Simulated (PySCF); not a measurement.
Successive ionisation energies of iodine

Calculated with PySCF 2.14, two-component X2C-1e (Gaussian nucleus, no Breit or QED terms), each ion in its own even-tempered basis; GMP2 freezes the deep shells of the larger ions and drops the highest virtual spinors; eV.

```csv
ion,configuration,GHF (spin-free),GHF (screened spin-orbit),GMP2 (screened spin-orbit),NIST,kind
I²⁸⁺,[Ar] 3d7,1638.7,1639.1,1639.9,1639 ± 4,theoretical
I²⁹⁺,[Ar] 3d6,1716.4,1720.7,1721.6,1720 ± 4,theoretical
I³⁰⁺,[Ar] 3d5,1826.9,1814.9,1813.8,1812 ± 4,theoretical
I³¹⁺,[Ar] 3d4,1908.3,1910.1,1911.3,1911 ± 4,theoretical
I³²⁺,[Ar] 3d3,1996.7,1998.3,1998.7,1999 ± 4,theoretical
I³³⁺,[Ar] 3d2,2086.8,2093.2,2093.0,2093 ± 5,theoretical
I³⁴⁺,[Ar] 3d1,2172.7,2181.9,2181.6,2181 ± 5,theoretical
I³⁵⁺,[Ar],2454.4,2431.7,2432.6,2431 ± 5,theoretical
I³⁶⁺,[Ne] 3s2 3p5,2531.4,2511.2,2512.2,2510 ± 5,theoretical
I³⁷⁺,[Ne] 3s2 3p4,2609.2,2599.2,2599.4,2598 ± 4,theoretical
I³⁸⁺,[Ne] 3s2 3p3,2714.8,2681.5,2681.8,2680 ± 4,theoretical
I³⁹⁺,[Ne] 3s2 3p2,2794.3,2837.0,2838.8,2836 ± 4,theoretical
```
